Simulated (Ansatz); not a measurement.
`B[Si](C)(C)C` + `OB[SiH3]` → `BOB[SiH3]` + `C[SiH](C)C` at 700 K and 1 bar (cleavage of the B–Si bond).

Isolated molecules relaxed with PBE0-D4/def2-TZVP in Ansatz; ΔE leaves out vibrations. CCSD(T)/CBS is the MP2 limit (def2-TZVPP, def2-QZVPP) plus CCSD(T) − MP2 in def2-TZVPP, frozen cores. Each species was taken in one conformer, which may not be the lowest.

```json
{"species": "`B[Si](C)(C)C`", "CCSD(T)/CBS energy (Eh)": "-434.65287", "H − E (kJ/mol)": "450.5", "S (J/(mol·K))": "553.3"}
{"species": "`OB[SiH3]`", "CCSD(T)/CBS energy (Eh)": "-392.07510", "H − E (kJ/mol)": "194.9", "S (J/(mol·K))": "384.0"}
{"species": "`BOB[SiH3]`", "CCSD(T)/CBS energy (Eh)": "-417.48760", "H − E (kJ/mol)": "239.4", "S (J/(mol·K))": "450.0"}
{"species": "`C[SiH](C)C`", "CCSD(T)/CBS energy (Eh)": "-409.29330", "H − E (kJ/mol)": "400.4", "S (J/(mol·K))": "467.7"}
```

H − E and S are ideal-gas, rigid-rotor, harmonic terms from PBE0-D4/def2-TZVP, for one conformer and one mirror image of each species. 1 Eh = 2625.50 kJ/mol, R = 8.31446 J/(mol·K).

Q: By hand: ΔE, ΔH, ΔS and ΔG.

A: ΔE = (-417.48760) + (-409.29330) − (-434.65287) − (-392.07510) = -0.05293 Eh = -139.0 kJ/mol. Δ(H − E) = 239.4 + 400.4 − 450.5 − 194.9 = -5.6, so ΔH = -144.6 kJ/mol. ΔS = 450.0 + 467.7 − 553.3 − 384.0 = -19.6 J/(mol·K). ΔG = -144.6 − 700 × (-19.6)/1000 = -130.9 kJ/mol.

Q: By hand: the equilibrium constant, and the temperature at which ΔG would vanish if ΔH and ΔS stayed fixed.

A: log₁₀ K = −ΔG/(RT ln 10) = 9.8. ΔG = 0 at ΔH/ΔS = 7378 K, far beyond where these terms or the molecules hold.

ΔH outweighs TΔS. A doubt of 5 kJ/mol in ΔE shifts log₁₀ K by 0.4 here. Other conformers and mirror images would add mixing entropy, several J/(mol·K) or more a flexible species. Modes under 60 cm⁻¹, often nearly free rotors, make the harmonic entropy too high. These are equilibria of isolated gas molecules and say nothing of rates. Largest T1 diagnostic: 0.014 (customary marks: 0.02 for closed shells, 0.045 for open ones).
